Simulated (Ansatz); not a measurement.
# Reading a saddle point

A first-order saddle point of Si2H6S2, closed shell, PBE0-D4/def2-TZVP, with one imaginary mode of 570i cm⁻¹:

```
10
angstrom
Si -0.5157 -0.3383 -0.7624
S 1.2742 1.0472 -1.4811
S 0.3059 -2.0393 -1.4717
H 1.3184 -0.3370 -1.9502
H -1.5787 0.3767 -1.5269
Si -0.6946 0.0819 1.5361
H 2.0505 0.7182 -0.4334
H -1.1494 1.4752 1.7976
H 0.6477 -0.1129 2.1481
H -1.6582 -0.8719 2.1438
```

Program: Ansatz 0.2.0. Basis: def2-TZVPP and def2-QZVPP. Cores are frozen in the correlated methods. Extrapolation: Hartree–Fock as exp(−7.88 √X), correlation as X^−2.97.

**Question.** Which contacts change along the imaginary mode, and what lies on either side? (Judge from chemistry; the calculation decides.)

**Answer.** The calculation gives: The step is Si₂H₆S₂ ([SiH3][SiH]([SH])[SH]) → Si₂H₄S ([SiH3][SiH][S]) + H₂S (still joined by a long Si–S bond), with the molecules in contact on both sides. Shortening one way: S2–H4; lengthening the same way: Si1–S2, S3–H4.
| pair | one side (Å) | saddle (Å) | other side (Å) |
| --- | --- | --- | --- |
| S2–H4 | 3.51 | 1.46 | 1.35 |
| Si1–S2 | 2.14 | 2.37 | 2.53 |
| S3–H4 | 1.34 | 2.04 | 3.35 |

**Question.** Which side is lower, and how far does the saddle lie above each? (To be estimated.)

**Answer.** The calculation gives: The side with Si1–S2, S3–H4 short is lower by 32.00 kcal/mol; the saddle lies 37.81 kcal/mol above it and 5.81 kcal/mol above the other (CCSD(T) at an estimated basis limit (MP2 extrapolated from triple and quadruple zeta, plus CCSD(T) − MP2 in triple zeta); electronic energies).

No T1 diagnostic of these runs exceeds 0.016.

Labels in which every atom is bracketed show which atoms are joined, not bond orders.

For scale, one of the runs: CCSD(T)/def2-TZVPP, 252 basis functions, launched by `ansatz run in.yaml --threads 4 --pin off --events-out ev --progress --plain --max-ram 9574MiB`. Time: 67 s of wall clock on 4 CPU threads of an Arm Neoverse V2; the host was shared. Peak host memory: 4.6 GiB.
